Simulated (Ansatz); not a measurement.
Input and output for `[F][Au-][P+](F)(F)F`.

```yaml
crystal:
  periodic: [false, false, false]
  atoms:
    - {symbol: F, position_ang: [0.956130, -2.891298, 1.489862]}
    - {symbol: Au, position_ang: [0.412771, -1.248197, 0.643216]}
    - {symbol: P, position_ang: [-0.189328, 0.572512, -0.295001]}
    - {symbol: F, position_ang: [-1.362905, 0.517351, -1.293722]}
    - {symbol: F, position_ang: [0.850249, 1.322086, -1.152429]}
    - {symbol: F, position_ang: [-0.666916, 1.727556, 0.608074]}
basis:
  gaussian: {orbitals: def2-mTZVPP}
hamiltonian: {xc: {name: PBEsol}}
accuracy: high
output: {forces: true}
```

```sh
$ ansatz run in.yaml --threads 4 --pin off --events-out ev --progress --plain --max-ram 10444MiB
```

Shortened log:

```
Functional definition: PBEsol
3074 factors; integrals over basis functions are off by at most 1.9e-8 eV
mean field evaluation 1: about -23788.7165 eV, gradient 6.1e1 eV
mean field evaluation 2: about -23617.8148 eV, gradient 2.8e2 eV
mean field evaluation 4: about -23792.9064 eV, gradient 2.6e1 eV
mean field evaluation 8: about -23793.8983 eV, gradient 1.6e-1 eV
mean field evaluation 16: about -23793.8934 eV, gradient 1.1e-4 eV
mean field -23793.89336537 eV, -874.4094530971 hartree, gradient 4.2e-8 eV, S^2 0.000000; 0 other end points of the search recorded, 0 dependent functions left out
reference -23793.89336967 eV, -874.4094532553 hartree; 35, 35 occupied and 124, 124 virtual orbitals, 3074 factors
Total energy: -23793.89336967 eV, -874.4094532553 hartree
Atom 0 at     0.956130    -2.891298     1.489862 Å, force     0.063712    -0.192663     0.099306 eV/Å
Atom 1 at     0.412771    -1.248197     0.643216 Å, force     0.031810    -0.096157     0.049511 eV/Å
Atom 2 at    -0.189328     0.572512    -0.295001 Å, force     0.393613    -1.189976     0.613112 eV/Å
Atom 3 at    -1.362905     0.517351    -1.293722 Å, force    -0.957994    -0.057574    -0.812139 eV/Å
Atom 4 at     0.850249     1.322086    -1.152429 Å, force     0.856451     0.601975    -0.696515 eV/Å
Atom 5 at    -0.666916     1.727556     0.608074 Å, force    -0.387591     0.934395     0.746725 eV/Å
Dipole moment:    -0.245364     0.741947    -0.382305 e Å
```

It took 12 s on 4 threads of an Arm Neoverse N1 on a shared host, with 0.6 GiB of host memory at the peak.
